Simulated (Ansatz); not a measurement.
Ansatz (a quantum-chemistry and plane-wave program) input (HF/3-21G): The .json file is the Basis Set Exchange's 3-21G.

Ansatz 0.2 input:
```yaml
crystal:
  periodic: [false, false, false]
  atoms:
    - {symbol: N, position_ang: [1.33165076, -0.68905705, 0.06374018]}
    - {symbol: B, position_ang: [0.02035351, -0.00394129, -0.00584498]}
    - {symbol: N, position_ang: [-1.19576908, -0.70872572, 0.12480373]}
    - {symbol: O, position_ang: [-0.02805902, 1.36216748, -0.26096682]}
    - {symbol: H, position_ang: [1.70239464, -0.97687654, 0.96671971]}
    - {symbol: H, position_ang: [-2.07072827, -0.24571328, -0.01366039]}
    - {symbol: H, position_ang: [-1.25683992, -1.69017164, 0.29532527]}
    - {symbol: H, position_ang: [0.79670626, 1.81960757, -0.45123242]}
basis:
  gaussian:
    orbitals: 3-21G.json
hamiltonian:
  xc: {name: HF}
magnetization: {spin_polarized: true, initial_magnetization: 1}
phonons: {temperatures: {t_min: 298.15, t_max: 298.15, t_step: 100}}
```

Output:

```
Functional definition: HF
integrals: 0.01 GiB planned
594 factors; integrals over basis functions are off by at most 3.2e-4 eV
mean field: 0.12 GiB planned
mean field evaluation 1: about -5703.2631 eV, gradient 2.5e1 eV
mean field evaluation 2: about -5703.4090 eV, gradient 2.5e1 eV
mean field evaluation 4: about -5706.1253 eV, gradient 2.2e0 eV
mean field evaluation 8: about -5706.1686 eV, gradient 1.4e-1 eV
mean field evaluation 16: about -5704.5193 eV, gradient 7.4e0 eV
mean field evaluation 32: about -5704.5051 eV, gradient 7.5e0 eV
mean field -5706.16921372 eV, -209.6978508239 hartree, gradient 1.6e-5 eV, S^2 0.756291; 0 other end points of the search recorded, 0 dependent functions left out
the calculation of the forces begins
reference -5706.16921372 eV, -209.6978508239 hartree; 16, 15 occupied and 28, 29 virtual orbitals, 594 factors
these checks for a lower state are left out or cut short: stability, starts, cluster_reference, orbital_swaps, neighbouring_geometries, increment
integrals: 0.01 GiB planned
594 factors; integrals over basis functions are off by at most 3.2e-4 eV
mean field: 0.12 GiB planned
mean field evaluation 64: about -5706.1691 eV, gradient 1.3e-3 eV
mean field -5706.16911727 eV, -209.6978472794 hartree, gradient 1.2e-6 eV, S^2 0.756282; 0 other end points of the search recorded, 0 dependent functions left out
the calculation of the forces begins
reference -5706.16911727 eV, -209.6978472794 hartree; 16, 15 occupied and 28, 29 virtual orbitals, 594 factors
these checks for a lower state are left out or cut short: stability, starts, cluster_reference, orbital_swaps, neighbouring_geometries, increment
integrals: 0.01 GiB planned
594 factors; integrals over basis functions are off by at most 3.2e-4 eV
mean field: 0.12 GiB planned
mean field -5706.16911687 eV, -209.6978472647 hartree, gradient 1.3e-6 eV, S^2 0.756300; 0 other end points of the search recorded, 0 dependent functions left out
the calculation of the forces begins
reference -5706.16911687 eV, -209.6978472647 hartree; 16, 15 occupied and 28, 29 virtual orbitals, 594 factors
these checks for a lower state are left out or cut short: stability, starts, cluster_reference, orbital_swaps, neighbouring_geometries, increment
integrals: 0.01 GiB planned
594 factors; integrals over basis functions are off by at most 3.2e-4 eV
mean field: 0.12 GiB planned
mean field -5706.16917122 eV, -209.6978492620 hartree, gradient 1.3e-6 eV, S^2 0.756297; 0 other end points of the search recorded, 0 dependent functions left out
the calculation of the forces begins
reference -5706.16917122 eV, -209.6978492620 hartree; 16, 15 occupied and 28, 29 virtual orbitals, 594 factors
these checks for a lower state are left out or cut short: stability, starts, cluster_reference, orbital_swaps, neighbouring_geometries, increment
integrals: 0.01 GiB planned
594 factors; integrals over basis functions are off by at most 3.2e-4 eV
mean field: 0.12 GiB planned
mean field evaluation 96: about -5706.1692 eV, gradient 1.4e-6 eV
mean field -5706.16917207 eV, -209.6978492931 hartree, gradient 1.4e-6 eV, S^2 0.756285; 0 other end points of the search recorded, 0 dependent functions left out
the calculation of the forces begins
reference -5706.16917207 eV, -209.6978492931 hartree; 16, 15 occupied and 28, 29 virtual orbitals, 594 factors
these checks for a lower state are left out or cut short: stability, starts, cluster_reference, orbital_swaps, neighbouring_geometries, increment
integrals: 0.01 GiB planned
594 factors; integrals over basis functions are off by at most 3.2e-4 eV
mean field: 0.12 GiB planned
mean field -5706.16909920 eV, -209.6978466151 hartree, gradient 1.3e-6 eV, S^2 0.756269; 0 other end points of the search recorded, 0 dependent functions left out
the calculation of the forces begins
reference -5706.16909920 eV, -209.6978466151 hartree; 16, 15 occupied and 28, 29 virtual orbitals, 594 factors
these checks for a lower state are left out or cut short: stability, starts, cluster_reference, orbital_swaps, neighbouring_geometries, increment
integrals: 0.01 GiB planned
594 factors; integrals over basis functions are off by at most 3.2e-4 eV
mean field: 0.12 GiB planned
mean field -5706.16910125 eV, -209.6978466906 hartree, gradient 1.3e-6 eV, S^2 0.756313; 0 other end points of the search recorded, 0 dependent functions left out
the calculation of the forces begins
reference -5706.16910125 eV, -209.6978466906 hartree; 16, 15 occupied and 28, 29 virtual orbitals, 594 factors
these checks for a lower state are left out or cut short: stability, starts, cluster_reference, orbital_swaps, neighbouring_geometries, increment
integrals: 0.01 GiB planned
594 factors; integrals over basis functions are off by at most 3.2e-4 eV
[...]
reference -5706.16920655 eV, -209.6978505604 hartree; 16, 15 occupied and 28, 29 virtual orbitals, 594 factors
these checks for a lower state are left out or cut short: stability, starts, cluster_reference, orbital_swaps, neighbouring_geometries, increment
integrals: 0.01 GiB planned
594 factors; integrals over basis functions are off by at most 3.2e-4 eV
mean field: 0.12 GiB planned
mean field evaluation 384: about -5706.1692 eV, gradient 2.1e-6 eV
mean field -5706.16919015 eV, -209.6978499577 hartree, gradient 1.3e-6 eV, S^2 0.756291; 0 other end points of the search recorded, 0 dependent functions left out
the calculation of the forces begins
reference -5706.16919015 eV, -209.6978499577 hartree; 16, 15 occupied and 28, 29 virtual orbitals, 594 factors
these checks for a lower state are left out or cut short: stability, starts, cluster_reference, orbital_swaps, neighbouring_geometries, increment
integrals: 0.01 GiB planned
594 factors; integrals over basis functions are off by at most 3.2e-4 eV
mean field: 0.12 GiB planned
mean field -5706.16919270 eV, -209.6978500512 hartree, gradient 1.3e-6 eV, S^2 0.756291; 0 other end points of the search recorded, 0 dependent functions left out
the calculation of the forces begins
reference -5706.16919270 eV, -209.6978500512 hartree; 16, 15 occupied and 28, 29 virtual orbitals, 594 factors
these checks for a lower state are left out or cut short: stability, starts, cluster_reference, orbital_swaps, neighbouring_geometries, increment
integrals: 0.01 GiB planned
594 factors; integrals over basis functions are off by at most 3.2e-4 eV
mean field: 0.12 GiB planned
mean field -5706.16906088 eV, -209.6978452069 hartree, gradient 1.3e-6 eV, S^2 0.756291; 0 other end points of the search recorded, 0 dependent functions left out
the calculation of the forces begins
reference -5706.16906088 eV, -209.6978452069 hartree; 16, 15 occupied and 28, 29 virtual orbitals, 594 factors
these checks for a lower state are left out or cut short: stability, starts, cluster_reference, orbital_swaps, neighbouring_geometries, increment
integrals: 0.01 GiB planned
594 factors; integrals over basis functions are off by at most 3.2e-4 eV
mean field: 0.12 GiB planned
mean field -5706.16906118 eV, -209.6978452182 hartree, gradient 1.3e-6 eV, S^2 0.756291; 0 other end points of the search recorded, 0 dependent functions left out
the calculation of the forces begins
reference -5706.16906118 eV, -209.6978452182 hartree; 16, 15 occupied and 28, 29 virtual orbitals, 594 factors
these checks for a lower state are left out or cut short: stability, starts, cluster_reference, orbital_swaps, neighbouring_geometries, increment
integrals: 0.01 GiB planned
594 factors; integrals over basis functions are off by at most 3.2e-4 eV
mean field: 0.12 GiB planned
mean field evaluation 416: about -5705.9590 eV, gradient 1.9e-3 eV
mean field -5706.16920593 eV, -209.6978505374 hartree, gradient 1.3e-6 eV, S^2 0.756291; 0 other end points of the search recorded, 0 dependent functions left out
the calculation of the forces begins
reference -5706.16920593 eV, -209.6978505374 hartree; 16, 15 occupied and 28, 29 virtual orbitals, 594 factors
these checks for a lower state are left out or cut short: stability, starts, cluster_reference, orbital_swaps, neighbouring_geometries, increment
integrals: 0.01 GiB planned
594 factors; integrals over basis functions are off by at most 3.2e-4 eV
mean field: 0.12 GiB planned
mean field -5706.16920533 eV, -209.6978505155 hartree, gradient 1.3e-6 eV, S^2 0.756290; 0 other end points of the search recorded, 0 dependent functions left out
the calculation of the forces begins
reference -5706.16920533 eV, -209.6978505155 hartree; 16, 15 occupied and 28, 29 virtual orbitals, 594 factors
these checks for a lower state are left out or cut short: stability, starts, cluster_reference, orbital_swaps, neighbouring_geometries, increment
integrals: 0.01 GiB planned
594 factors; integrals over basis functions are off by at most 3.2e-4 eV
mean field: 0.12 GiB planned
mean field -5706.16909163 eV, -209.6978463372 hartree, gradient 3.8e-6 eV, S^2 0.756292; 0 other end points of the search recorded, 0 dependent functions left out
the calculation of the forces begins
reference -5706.16909163 eV, -209.6978463372 hartree; 16, 15 occupied and 28, 29 virtual orbitals, 594 factors
these checks for a lower state are left out or cut short: stability, starts, cluster_reference, orbital_swaps, neighbouring_geometries, increment
integrals: 0.01 GiB planned
594 factors; integrals over basis functions are off by at most 3.2e-4 eV
mean field: 0.12 GiB planned
mean field -5706.16908951 eV, -209.6978462593 hartree, gradient 1.3e-6 eV, S^2 0.756290; 0 other end points of the search recorded, 0 dependent functions left out
the calculation of the forces begins
reference -5706.16908951 eV, -209.6978462593 hartree; 16, 15 occupied and 28, 29 virtual orbitals, 594 factors
these checks for a lower state are left out or cut short: stability, starts, cluster_reference, orbital_swaps, neighbouring_geometries, increment
integrals: 0.01 GiB planned
594 factors; integrals over basis functions are off by at most 3.2e-4 eV
mean field: 0.12 GiB planned
mean field evaluation 448: about -5705.9570 eV, gradient 6.3e-1 eV
mean field -5706.16916207 eV, -209.6978489258 hartree, gradient 3.1e-6 eV, S^2 0.756291; 0 other end points of the search recorded, 0 dependent functions left out
the calculation of the forces begins
reference -5706.16916207 eV, -209.6978489258 hartree; 16, 15 occupied and 28, 29 virtual orbitals, 594 factors
these checks for a lower state are left out or cut short: stability, starts, cluster_reference, orbital_swaps, neighbouring_geometries, increment
integrals: 0.01 GiB planned
594 factors; integrals over basis functions are off by at most 3.2e-4 eV
mean field: 0.12 GiB planned
mean field -5706.16916172 eV, -209.6978489129 hartree, gradient 1.3e-6 eV, S^2 0.756290; 0 other end points of the search recorded, 0 dependent functions left out
the calculation of the forces begins
reference -5706.16916172 eV, -209.6978489129 hartree; 16, 15 occupied and 28, 29 virtual orbitals, 594 factors
these checks for a lower state are left out or cut short: stability, starts, cluster_reference, orbital_swaps, neighbouring_geometries, increment
integrals: 0.01 GiB planned
594 factors; integrals over basis functions are off by at most 3.2e-4 eV
mean field: 0.12 GiB planned
mean field -5706.16920435 eV, -209.6978504793 hartree, gradient 1.3e-6 eV, S^2 0.756291; 0 other end points of the search recorded, 0 dependent functions left out
the calculation of the forces begins
reference -5706.16920435 eV, -209.6978504793 hartree; 16, 15 occupied and 28, 29 virtual orbitals, 594 factors
these checks for a lower state are left out or cut short: stability, starts, cluster_reference, orbital_swaps, neighbouring_geometries, increment
integrals: 0.01 GiB planned
594 factors; integrals over basis functions are off by at most 3.2e-4 eV
mean field: 0.12 GiB planned
mean field evaluation 480: about -5706.1692 eV, gradient 1.3e-6 eV
mean field -5706.16920457 eV, -209.6978504875 hartree, gradient 1.3e-6 eV, S^2 0.756291; 0 other end points of the search recorded, 0 dependent functions left out
the calculation of the forces begins
reference -5706.16920457 eV, -209.6978504875 hartree; 16, 15 occupied and 28, 29 virtual orbitals, 594 factors
Total energy: -5706.16921372 eV, -209.6978508239 hartree
Atom 0 at     1.331651    -0.689057     0.063740 Å, force    -0.000049    -0.000132    -0.000217 eV/Å
Atom 1 at     0.020354    -0.003941    -0.005845 Å, force    -0.000382     0.000784     0.000319 eV/Å
Atom 2 at    -1.195769    -0.708726     0.124804 Å, force     0.001055    -0.000107    -0.000265 eV/Å
Atom 3 at    -0.028059     1.362167    -0.260967 Å, force    -0.000133    -0.000717     0.000208 eV/Å
Atom 4 at     1.702395    -0.976877     0.966720 Å, force    -0.000120     0.000122    -0.000065 eV/Å
Atom 5 at    -2.070728    -0.245713    -0.013660 Å, force    -0.000081    -0.000281    -0.000050 eV/Å
Atom 6 at    -1.256840    -1.690172     0.295325 Å, force    -0.000515     0.000251     0.000142 eV/Å
Atom 7 at     0.796706     1.819608    -0.451232 Å, force     0.000225     0.000081    -0.000073 eV/Å
Dipole moment:    -0.008048    -0.131409     0.312349 e Å
Vibrations: 199.76 376.73 415.84 456.30 540.87 555.59 707.42 851.89 924.87 1003.15 1063.00 1456.43 1528.49 1809.64 3552.09 3757.33 3858.26 3946.39 cm⁻¹, zero-point energy 1.674038 eV
```

The blocks after the first are displaced geometries, from whose forces the wavenumbers follow.
